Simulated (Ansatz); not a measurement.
Reaction (cleavage of the Si–Al bond): `[SiH3][NH][AlH][SiH2]Cl` + `C=CN[SiH2]Cl` → `C=CN([SiH2]Cl)[SiH2]Cl` + `[AlH2][NH][SiH3]`

Program: Ansatz. Geometries: PBE0-D4/def2-TZVP. ΔE: electronic, gas phase. CBS: MP2 limit from def2 TZ/QZ plus the TZ coupled-cluster correction, frozen cores. Functionals use def2-TZVPP. B3LYP here is the variant with VWN-RPA as its local correlation; programs differ in this. HSE06 is defined as in plane-wave codes. One conformer a species, not always the lowest.

| level | ΔE (kcal/mol) | difference from CCSD(T)/CBS |
| --- | --- | --- |
| LDA (SPW92) | -9.3 | 4.0 |
| PBE-D4 | -7.9 | 5.4 |
| revPBE-D4 | -9.6 | 3.7 |
| BLYP-D4 | -11.7 | 1.6 |
| r2SCAN-D4 | -11.1 | 2.2 |
| B97M-V | -13.9 | -0.6 |
| PBE0-D4 | -9.2 | 4.1 |
| B3LYP-D4 | -12.1 | 1.2 |
| r2SCANh-D4 | -11.3 | 2.0 |
| r2SCAN0-D4 | -11.6 | 1.7 |
| HSE06-D4 | -9.1 | 4.2 |
| BHLYP-D4 | -13.5 | -0.2 |
| CAM-B3LYP-D4 | -13.1 | 0.2 |
| ωB97M-V | -14.0 | -0.7 |
| B2PLYP | -12.3 | 1.0 |
| PBE-QIDH | -12.0 | 1.3 |
| PBE | -6.3 | 7.0 |
| revPBE | -5.0 | 8.3 |
| BLYP | -8.2 | 5.1 |
| r2SCAN | -10.7 | 2.6 |
| PBE0 | -7.8 | 5.5 |
| B3LYP | -9.6 | 3.7 |
| r2SCANh | -10.9 | 2.4 |
| r2SCAN0 | -11.1 | 2.2 |
| HSE06 | -7.8 | 5.5 |
| BHLYP | -11.7 | 1.6 |
| CAM-B3LYP | -11.7 | 1.6 |
| LC-ωPBE | -10.2 | 3.1 |
| RPA@PBE/def2-TZVPP | -13.8 | -0.5 |
| HF/def2-SVP | -12.0 | 1.3 |
| MP2/def2-SVP | -15.4 | -2.1 |
| CCSD/def2-SVP | -12.9 | 0.4 |
| CCSD(T)/def2-SVP | -13.3 | 0.0 |
| HF/def2-TZVPP | -12.7 | 0.6 |
| MP2/def2-TZVPP | -16.2 | -2.9 |
| HF/def2-QZVPP | -13.0 | 0.3 |
| MP2/def2-QZVPP | -16.1 | -2.8 |
| HF/CBS(def2) | -13.1 | 0.2 |
| MP2/CBS(def2) | -15.9 | -2.6 |
| CCSD/CBS(def2) | -13.0 | 0.3 |
| CCSD(T)/CBS | -13.3 | 0 |

Largest T1 diagnostic among the species: 0.012.

In def2-TZVPP, CCSD(T) changes the Hartree–Fock value by −0.9 kcal/mol (the triples alone add −0.3 kcal/mol) and MP2 by −3.5 kcal/mol. The D4 term adds −2.6 kcal/mol with B3LYP and −1.4 kcal/mol with PBE0; it sums over pairs of atoms, weighted by their polarisabilities, and B3LYP, whose exchange is more repulsive, gets the larger term.
